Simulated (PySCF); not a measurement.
Frontier levels across methods

Species: Cl2HSi(SH), Cl2H2SSi.
Structure used (PBE0-D3(BJ)/def2-SVP), in Å, numbered top down from 1:
```
atom  x, y, z in Å
S1     1.3094   -0.9968   -0.5985
Si2   -0.4158    0.0263    0.0962
Cl3   -2.0080   -0.9557   -0.7370
Cl4   -0.4275    1.9895   -0.5121
H5     2.1588   -0.1804    0.0673
H6    -0.5474    0.0250    1.5717
```

Basis pcSseg-2 throughout (PySCF), one geometry. Isolated species at its PBE0-D3(BJ)/def2-SVP geometry (one conformer only).

Problem. How do the orbital energies, the gap and the dipole change with the method?

Solution. 
```tsv
method	kind	HOMO (eV)	LUMO (eV)	gap (eV)	μ (D)	SCF cycles
BLYP	GGA	-6.74	-1.24	5.50	1.64	13
B97-D	GGA	-6.89	-1.25	5.64	1.69	14
PBE	GGA	-6.93	-1.35	5.58	1.67	14
OPBE	GGA	-6.96	-1.24	5.72	1.70	15
KT2	GGA	-7.00	-1.43	5.57	1.69	15
KT3	GGA	-7.01	-1.39	5.61	1.67	15
BP86	GGA	-7.02	-1.42	5.60	1.68	14
LDA	LDA	-7.05	-1.54	5.51	1.76	13
B3LYP	global hybrid	-7.91	-0.67	7.24	1.74	12
B97-2	global hybrid	-7.93	-0.46	7.47	1.77	12
PBE0	global hybrid	-8.18	-0.42	7.76	1.78	12
mPW1PW91	global hybrid	-8.20	-0.43	7.77	1.78	12
BHandHLYP	global hybrid	-9.27	0.51	9.78	1.84	11
CAM-B3LYP	range-separated hybrid	-9.50	0.61	10.11	1.82	11
wB97X-D	range-separated hybrid	-10.04	1.34	11.39	1.81	13
LC-wPBE	range-separated hybrid	-10.95	1.79	12.74	1.89	12
HF	Hartree–Fock	-11.04	2.63	13.67	1.94	10
```

The HOMO spans 4.30 eV, from BLYP down to HF, and the gap runs from 5.50 eV (BLYP) to 13.67 eV (HF). Over the methods BLYP (0 %), B97-D (0 %), PBE (0 %), OPBE (0 %), KT2 (0 %), KT3 (0 %), BP86 (0 %), LDA (0 %), B3LYP (20 %), B97-2 (21 %), PBE0 (25 %), mPW1PW91 (25 %), BHandHLYP (50 %), HF (100 %), a straight line through the gap against the share of exact exchange rises by 0.82 eV for each 10 % (correlation coefficient 0.999). The dipole ranges from 1.64 D (BLYP) to 1.94 D (HF). This basis has no diffuse functions.

The vertical ΔSCF ionisation energy at wB97X-D/def2-SVPD is 10.50 eV; −ε(HOMO) comes closest to it with LC-wPBE (10.95 eV) and wB97X-D (10.04 eV).
